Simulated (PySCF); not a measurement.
Computed IR spectrum (relative IR intensity) of a molecule C3H5ClOSi. Geometry: PBE-D3(BJ)/def2-SVP. Other conformers were not sampled. Computed with PBE-D3(BJ)/def2-SVP in PySCF. Frequencies are harmonic and unscaled.

ν (cm⁻¹): 172 (w), 264 (m), 281 (m), 332 (vw), 424 (w), 515 (m), 622 (m), 649 (w), 658 (w), 691 (m), 760 (m), 825 (m), 844 (vs), 891 (m), 1101 (vw), 1135 (w), 1350 (vw), 2164 (w), 2239 (m), 2960 (vw), 3410 (m), 3765 (m) (against the strongest line: vs over 80 %, s over 45 %, m over 15 %, w over 4 %, vw less)

Which structure fits?
A) Cl[Si@H]1C=CCO1
B) O[Si@H]1CC=C1Cl
C) O=C1CC[Si@H]1Cl
D) C#CC[Si@@H](O)Cl

D, C#CC[Si@@H](O)Cl
